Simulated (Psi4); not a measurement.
C$_{2}$H$_{5}$S, doublet, at a GFN2-xTB geometry; CAM-B3LYP/def2-SVP (Psi4).

Psi4 was given this input:
```
memory 2 GB

molecule mol {
0 2
C     1.482554    0.659323   -0.016558
C    -0.031544    0.783952    0.002485
S    -0.844717   -0.823715    0.008237
H    -0.371046    1.312006    0.895435
H    -0.392973    1.316748   -0.878969
H     1.933955    1.649482   -0.019490
H     1.830643    0.118414    0.860426
H     1.808830    0.123132   -0.904755
}

set {
  basis def2-svp
  reference uks
  scf_type pk
  puream true
  d_convergence 1e-8
  dft_radial_points 99
  dft_spherical_points 590
}

energy('cam-b3lyp')
print_variables()
```

The log (banner, timings and long lists left out):

```
   => Loading Basis Set <=

    Name: DEF2-SVP
    Role: ORBITAL
    Keyword: BASIS

         ---------------------------------------------------------
                                   SCF
               by Justin Turney, Rob Parrish, Andy Simmonett
                          and Daniel G. A. Smith
                              UKS Reference
         ---------------------------------------------------------

  ==> Geometry <==

    Molecular point group: c1
    Full point group: C1

    Geometry (in Angstrom), charge = 0, multiplicity = 2:

       Center              X                  Y                   Z               Mass
    ------------   -----------------  -----------------  -----------------  -----------------
         C            1.560378883808     0.732447695721    -0.017324325106    12.000000000000
         C            0.046280883808     0.857076695721     0.001718674894    12.000000000000
         S           -0.766892116192    -0.750590304279     0.007470674894    31.972071174400
         H           -0.293221116192     1.385130695721     0.894668674894     1.007825032230
         H           -0.315148116192     1.389872695721    -0.879735325106     1.007825032230
         H            2.011779883808     1.722606695721    -0.020256325106     1.007825032230
         H            1.908467883808     0.191538695721     0.859659674894     1.007825032230
         H            1.886654883808     0.196256695721    -0.905521325106     1.007825032230

  Running in c1 symmetry.

  Rotational constants: A =      1.06747  B =      0.18666  C =      0.16893 [cm^-1]
  Rotational constants: A =  32001.95416  B =   5595.96544  C =   5064.47385 [MHz]
  Nuclear repulsion =   98.626621578763391

  Charge       = 0
  Multiplicity = 2
  Electrons    = 33
  Nalpha       = 17
  Nbeta        = 16

  ==> Algorithm <==

  SCF Algorithm Type is PK.
  DIIS enabled.
  MOM disabled.
  Fractional occupation disabled.
  Guess Type is SAD.
  Energy threshold   = 1.00e-06
  Density threshold  = 1.00e-08
  Integral threshold = 1.00e-12

  ==> Primary Basis <==

  Basis Set: DEF2-SVP
    Blend: DEF2-SVP
    Number of shells: 35
    Number of basis functions: 71
    Number of Cartesian functions: 74
    Spherical Harmonics?: true
    Max angular momentum: 2

  ==> DFT Potential <==

   => LibXC <=

    Version 7.1.2
    S. Lehtola, C. Steigemann, M. J. T. Oliveira, and M. A. L. Marques,  SoftwareX 7, 1–5 (2018) (10.1016/j.softx.2017.11.002)

   => Composite Functional: CAM-B3LYP <=

    CAM-B3LYP Hyb-GGA Exchange-Correlation Functional

    T. Yanai, D. P. Tew, and N. C. Handy,  Chem. Phys. Lett. 393, 51 (2004) (10.1016/j.cplett.2004.06.011)

    Deriv               =              1
    GGA                 =           TRUE
    Meta                =          FALSE

    Exchange Hybrid     =           TRUE
    MP2 Hybrid          =          FALSE

   => Exchange Functionals <=

    0.3500         Becke 88 [omega = 0.3300]
    0.4600   Short-range recipe for B88 functional - erf [omega = 0.3300]

   => Exact (HF) Exchange <=

    0.4600            HF,LR [omega = 0.3300]
    0.1900               HF

   => Correlation Functionals <=

    0.1900   Vosko, Wilk & Nusair (VWN5)
    0.8100   Lee, Yang & Parr

   => LibXC Density Thresholds  <==

    XC_HYB_GGA_XC_CAM_B3LYP:  1.00E-14

   => Molecular Quadrature <=

    Radial Scheme          =       TREUTLER
    Pruning Scheme         =           NONE
    Nuclear Scheme         =       TREUTLER

    Blocking Scheme        =         OCTREE
    BS radius alpha        =              1
    Pruning alpha          =              1
    Radial Points          =             99
    Spherical Points       =            590
    Total Points           =         439119
    Total Blocks           =           3130
    Max Points             =            256
    Max Functions          =             70
    Weights Tolerance      =       1.00E-15

  ==> Integral Setup <==

  Using in-core PK algorithm.
[...]

   -------------------------
    Irrep   Nso     Nmo
   -------------------------
     A         71      71
   -------------------------
    Total      71      71
   -------------------------

  ==> Iterations <==

                        Total Energy        Delta E     RMS |[F,P]|

   @UKS iter SAD:  -476.63360213743442   -4.76634e+02   0.00000e+00
   @UKS iter   1:  -476.98558247109435   -3.51980e-01   7.61559e-03 ADIIS/DIIS
   @UKS iter   2:  -477.01803477542433   -3.24523e-02   6.82875e-03 ADIIS/DIIS
   @UKS iter   3:  -477.14356892520601   -1.25534e-01   6.38698e-04 ADIIS/DIIS
   @UKS iter   4:  -477.14470987483708   -1.14095e-03   2.40046e-04 ADIIS/DIIS
   @UKS iter   5:  -477.14489322974174   -1.83355e-04   7.25142e-05 DIIS
   @UKS iter   6:  -477.14491366715902   -2.04374e-05   1.51583e-05 DIIS
   @UKS iter   7:  -477.14491589202862   -2.22487e-06   4.60429e-06 DIIS
   @UKS iter   8:  -477.14491608310902   -1.91080e-07   1.31233e-06 DIIS
   @UKS iter   9:  -477.14491609557138   -1.24624e-08   2.84683e-07 DIIS
   @UKS iter  10:  -477.14491609624304   -6.71662e-10   1.07043e-07 DIIS
   @UKS iter  11:  -477.14491609636980   -1.26761e-10   3.34461e-08 DIIS
   @UKS iter  12:  -477.14491609638407   -1.42677e-11   7.25539e-09 DIIS
  Energy and wave function converged.

  ==> Post-Iterations <==

   Electrons on quadrature grid:
      Nalpha   =   16.9999997273 ; deviation = -2.727e-07
      Nbeta    =   15.9999996898 ; deviation = -3.102e-07
      Ntotal   =   32.9999994170 ; deviation = -5.830e-07

   @Spin Contamination Metric:   2.876646139E-03
   @S^2 Expected:                7.500000000E-01
   @S^2 Observed:                7.528766461E-01
   @S   Expected:                5.000000000E-01
   @S   Observed:                5.000000000E-01

    Orbital Energies [Eh]
    ---------------------

    Alpha Occupied:

[...]
    Alpha Virtual:

[...]
    Beta Occupied:

[...]
      16A     -0.282595

    Beta Virtual:

[...]
      71A      3.081937

    Final Occupation by Irrep:
              A
    DOCC [    16 ]
    SOCC [     1 ]
    NA   [    17 ]
    NB   [    16 ]

  @UKS Final Energy:  -477.14491609638407

   => Energetics <=

    Nuclear Repulsion Energy =             98.6266215787633911
    One-Electron Energy =                -850.8893558592812951
    Two-Electron Energy =                 303.7982727992683749
    DFT Exchange-Correlation Energy =     -28.6804546151345612
    Empirical Dispersion Energy =           0.0000000000000000
    VV10 Nonlocal Energy =                  0.0000000000000000
    Total Energy =                       -477.1449160963840654

  UHF NO Occupations:
  HONO-2 :   15  A 1.9998688
  HONO-1 :   16  A 1.9988200
  HONO-0 :   17  A 1.0000000
  LUNO+0 :   18  A 0.0011800
  LUNO+1 :   19  A 0.0001312
  LUNO+2 :   20  A 0.0000857
  LUNO+3 :   21  A 0.0000287

Computation Completed

Properties will be evaluated at   0.000000,   0.000000,   0.000000 [a0]

Properties computed using the SCF density matrix

 Multipole Moments:

 ------------------------------------------------------------------------------------
     Multipole            Electronic (a.u.)      Nuclear  (a.u.)        Total (a.u.)
 ------------------------------------------------------------------------------------

 L = 1.  Multiply by 2.5417464519 to convert [e a0] to [Debye]
 Dipole X            :         -4.5752259            4.8532290            0.2780030
 Dipole Y            :         -4.0077865            4.5601113            0.5523247
 Dipole Z            :          0.0458276           -0.0477869           -0.0019593
 Magnitude           :                                                    0.6183463

 ------------------------------------------------------------------------------------

  Variable Map:
  ----------------------------------------------------------------------------
[...]
  Array Variable Map:
  ----------------------------------------------------------------------------
[...]
[...]
```
